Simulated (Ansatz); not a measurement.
`OC(O)=CCl` and `O[SiH2]/C(O)=C\Cl` differ in one atom or group.

Ansatz, PBE0-D4/def2-TZVP geometries, multiplicity 1. Each molecule was computed in one conformer, which needn't be the lowest.

```json
{"property": "HOMO energy (ωB97M-V/def2-TZVPP) / eV", "`OC(O)=CCl`": "-8.48"}
{"property": "HOMO–LUMO gap (PBE/def2-TZVPP) / eV", "`OC(O)=CCl`": "4.71"}
{"property": "LUMO energy (PBE/def2-TZVPP) / eV", "`OC(O)=CCl`": "-0.33"}
{"property": "HOMO energy (PBE/def2-TZVPP) / eV", "`OC(O)=CCl`": "-5.05"}
{"property": "HOMO–LUMO gap (ωB97M-V/def2-TZVPP) / eV", "`OC(O)=CCl`": "10.82"}
{"property": "LUMO energy (ωB97M-V/def2-TZVPP) / eV", "`OC(O)=CCl`": "2.35"}
```

(1) What does the change do to each property? (Estimate.)

Results:

(1) Ansatz gave: 
| property | `O[SiH2]/C(O)=C\Cl` | shift |
| --- | --- | --- |
| HOMO energy (ωB97M-V/def2-TZVPP) / eV | -8.72 | -0.24 |
| HOMO–LUMO gap (PBE/def2-TZVPP) / eV | 4.23 | -0.48 |
| LUMO energy (PBE/def2-TZVPP) / eV | -1.12 | -0.79 |
| HOMO energy (PBE/def2-TZVPP) / eV | -5.35 | -0.30 |
| HOMO–LUMO gap (ωB97M-V/def2-TZVPP) / eV | 10.13 | -0.69 |
| LUMO energy (ωB97M-V/def2-TZVPP) / eV | 1.41 | -0.94 |

With PBE0 the HOMO falls by 0.27 eV and the LUMO falls by 0.91 eV, so the gap narrows by about 0.64 eV. PBE moves the HOMO by -0.30 eV and ωB97M-V by -0.24 eV.
